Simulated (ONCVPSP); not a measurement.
## Pseudopotential generation for Ru: ONCV, LDA (Perdew-Wang 92), scalar-relativistic.

| Quantity | Value |
| --- | --- |
| Element | ruthenium (Ru) |
| Generator | ONCVPSP 4.0.1 |
| Type | optimised norm-conserving Vanderbilt (ONCV) |
| Functional | LDA (Perdew-Wang 92) |
| Relativity | scalar-relativistic |
| Frozen core | [Ar] 3d10 |
| Valence charge | 16 |
| Reference configuration | 4s2 4p6 4d7 5p1 |
| Partial waves | 4s: rc 1.50 bohr, ncon 4, nbas 8, qcut 9.4 1/bohr, 2 projectors, debl 1.6 Ha; 4p+5p: rc 2.20 bohr, ncon 4, nbas 8, qcut 5.9 1/bohr, 3 projectors, debl 3 Ha; 4d: rc 2.10 bohr, ncon 3, nbas 8, qcut 7.5 1/bohr, 3 projectors, debl 3.2 Ha |
| Local potential | polynomial inside 1.15 bohr (lpopt 5, dvloc0 0 Ha) |
| Core correction | Teter function, fcfact 1.75, rcfact 1.55 |

In the s channel the program set the typed energies aside and used -2.868, 0.250 Ha.

Poles of the logarithmic derivatives, all-electron (AE) and pseudo (PS). s: poles at -2.1 (AE) and -2.1 (PS) Ha. p: poles at -1.7, 2.9 (AE) and -1.7, 2.9 (PS) Ha. d: poles at 0.2, 4.8 (AE) and 0.2, 4.8 (PS) Ha. Test radii: s 1.52, p 2.24, d 2.14 bohr.

- Cutoffs needed: 29 Ha and 34 Ha (the cutoffs (Ha) at which the residual kinetic energy of the hardest occupied pseudo-wave falls to 1 and 0.1 mHa per electron)
- Ghost test: no bound ghost flagged; GHOST(+) flagged for s at 276.5 eV
- Configuration tests: 1 of 4 tests not solved or not reliable
- rms error of d²Exc/dni dnj: 3.40 mHa without and 0.91 mHa with the model core
